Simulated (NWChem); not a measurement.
C2H5FOSi; SMILES CC(=O)[SiH2]F

```xyz
10

C     -1.4793     1.1867     0.0000
C     -0.0117     0.8783     0.0000
O      0.8499     1.7317     0.0000
Si     0.6772    -0.9179     0.0000
F     -0.5370    -2.0061     0.0000
H     -1.9581     0.7294    -0.8818
H     -1.6415     2.2738     0.0000
H     -1.9581     0.7294     0.8818
H      1.4914    -1.1112    -1.2295
H      1.4914    -1.1112     1.2295
```
Atoms are numbered in this order, from 1.

All runs: NWChem. Structure relaxed at the PBE0/def2-SVP level. Level: M05-2X/def2-SVP with SMD (1 M gas to 1 M solution), gas-phase geometry. Reactions with the solvent are ignored.

```csv
solvent,dielectric constant,solvation free energy (kcal/mol),cavity-dispersion-structure term (kcal/mol),dipole in solution (D)
water,78.4,-2.1,4.5,1.89
"1,4-dioxane",2.21,-2.8,-0.5,1.40
2-propanol,19.3,-4.7,1.0,1.76
n-hexane,1.88,-3.2,-1.1,1.37
```
